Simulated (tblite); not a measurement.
Question: Give a GFN2-xTB geometry of `CCC[C@@]([SiH3])(C#N)C=O`.

Answer: 
```
atom  x, y, z in Å
C1    -2.4584    1.0365    0.9447
C2    -1.4384    0.7300   -0.1442
C3    -0.2494   -0.0530    0.4137
C4     0.7899   -0.3684   -0.6698
Si5    2.2077   -1.4830    0.0809
C6     0.2226   -1.1008   -1.7584
N7    -0.2249   -1.7010   -2.6248
C8     1.5158    0.8409   -1.1477
O9     1.7129    1.8272   -0.4902
H10   -2.0026    1.6207    1.7412
H11   -3.2890    1.6054    0.5347
H12   -2.8498    0.1159    1.3730
H13   -1.0789    1.6653   -0.5792
H14   -1.9146    0.1514   -0.9402
H15    0.2387    0.5418    1.1887
H16   -0.6074   -0.9818    0.8653
H17    1.5499   -2.7191    0.4957
H18    3.1969   -1.7230   -0.9656
H19    2.7535   -0.7362    1.2087
H20    1.9205    0.7419   -2.1743
```

Orientation and origin are arbitrary. Atoms count from 1 in this order. The C–C distances run from 1.429 Å (C4–C6, drawn single) to 1.534 Å (C3–C4, drawn single), a spread of 0.105 Å. Si5 (SiH3 silicon) is distorted tetrahedral (angles from 105.4° to 112.6°). Of the pairs four or more bonds apart, C6···H14 is among the closest relative to their van der Waals radii: 2.61 Å, 90 % of the sum of Bondi's values.

Bonds between heavy atoms (Å): C1–C2 1.523, C2–C3 1.529, C3–C4 1.534, C4–Si5 1.954, C4–C6 1.429, C6≡N7 1.145, C4–C8 1.489, C8=O9 1.202.

The geometry is computed with GFN2-xTB (gas phase).

Point group: C1 (no symmetry element, even within 0.4 Å). Its GFN2-xTB frequencies are all real (lowest 71 cm⁻¹). The numbers are those of one conformer (C1–C2–C3–C4 180°, C2–C3–C4–Si5 -176°, C3–C4–C8–O9 28°). 3 starts were optimised and ended at 0.00, 0.98 and 2.00 kcal/mol (GFN2-xTB); the lowest of these is shown.
